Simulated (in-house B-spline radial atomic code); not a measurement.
A radial electron density 4πr²n(r) was computed for an atom or ion in its tabulated ground configuration with an all-electron radial atomic-structure program (B-spline basis); method: Dirac-Kohn-Sham BLYP, spherical fractional occupations. Columns: r (bohr), 4πr²n(r) (electrons per bohr), bar.

```
 0.00306   0.5065 #
 0.00366   0.7058 #
 0.00437    0.976 ##
 0.00523    1.348 ###
 0.00625    1.846 ####
 0.00746    2.503 #####
 0.00892    3.373 #######
  0.0107    4.521 #########
  0.0127    5.883 ###########
  0.0152    7.639 ###############
  0.0182    9.742 ###################
  0.0217    12.09 #######################
   0.026    14.71 ############################
   0.031    17.28 #################################
  0.0371    19.64 ######################################
  0.0443    21.39 #########################################
  0.0529    22.23 ###########################################
  0.0632    21.95 ##########################################
  0.0756    20.59 ########################################
  0.0903    18.58 ####################################
   0.108    16.66 ################################
   0.129    15.75 ##############################
   0.154    16.42 ################################
   0.184    18.57 ####################################
    0.22     21.2 #########################################
   0.263    22.73 ############################################
   0.314    21.84 ##########################################
   0.375    18.28 ###################################
   0.448    13.15 #########################
   0.536    8.366 ################
    0.64    5.588 ###########
   0.765    5.007 ##########
   0.914    5.563 ###########
    1.09    5.798 ###########
    1.31    4.931 ##########
    1.56    3.361 #######
    1.86    1.793 ###
    2.23    0.713 #
    2.66   0.2169 
    3.18  0.04602 
     3.8 0.006424 
    4.54 0.0005452
```

(1) Which atom or ion is it?
A. K2+
B. Cl3+
C. K3+
D. Ar3+

Results:

(1) C. The area under the curve, ∫4πr²n dr = ∫r·4πr²n d(ln r) on this logarithmic grid, is 16 electrons, which only this option has. The configuration is [Ne] 3s2 3p4.
